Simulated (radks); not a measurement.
Results of a calculation; reference values are marked as such.
Spin polarisation of the 2p4 shell in neutral oxygen. Start: [He] 2s2 2p(up 2, down 2); electrons of 2p are moved from spin down to spin up, other shells keep equal spins. Code: a radial shooting solver on a logarithmic mesh with Libxc functionals. Model: non-relativistic Kohn-Sham, PBEsol, spin-polarised, spherical densities, point nucleus.

moment (Bohr magnetons)  E - E(0) (eV)  e(2p up) (eV)  e(2p down) (eV)  2s down minus up (eV)  1s down minus up (eV)
0                                0.000         -8.981           -8.981                 0.000                  0.000
0.5                             -0.096         -9.345           -8.577                  0.799                  0.325
1                               -0.384         -9.668           -8.131                  1.602                  0.649
1.5                             -0.864         -9.949           -7.642                  2.410                  0.971
2                               -1.538        -10.187           -7.106                  3.227                  1.289

At moment 2 the spin-polarisation energy is -1.538 eV and the 2p exchange splitting 3.081 eV, that is 1.541 eV per Bohr magneton; E = -I m^2/4 would give I = 1.538 eV.
